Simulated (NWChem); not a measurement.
# Si₂H₅OF; SMILES [SiH3][Si@H](O)F

```xyz
9

O     -1.3969    -1.1047     0.3629
Si     0.0127    -0.5593    -0.3097
F      1.2849    -1.2688     0.4215
Si     0.1009     1.7415     0.0905
H     -1.6475    -2.0209     0.2071
H      0.1144    -0.9557    -1.7459
H     -1.0338     2.4191    -0.6078
H      1.3876     2.2950    -0.4311
H      0.0108     2.0065     1.5576
```
Atoms are numbered in this order, from 1.

Geometry: optimised at PBE0/def2-SVP.

**Question.** Give the principal values of the shielding tensors (ppm) of O1, Si2, F3, Si4 from PBE/pcSseg-1, GIAO (NWChem), with their diamagnetic and paramagnetic parts as GIAO splits them.

**Answer.** 
```
atom    σ11    σ22    σ33  isotropic  diamagnetic  paramagnetic
----  -----  -----  -----  ---------  -----------  ------------
O1    191.8  258.8  308.2      252.9        390.2        -137.3
Si2   290.5  328.6  356.0      325.0        880.2        -555.1
F3    201.9  307.7  391.9      300.5        474.0        -173.5
Si4   448.6  453.3  454.8      452.2        881.9        -429.7
```
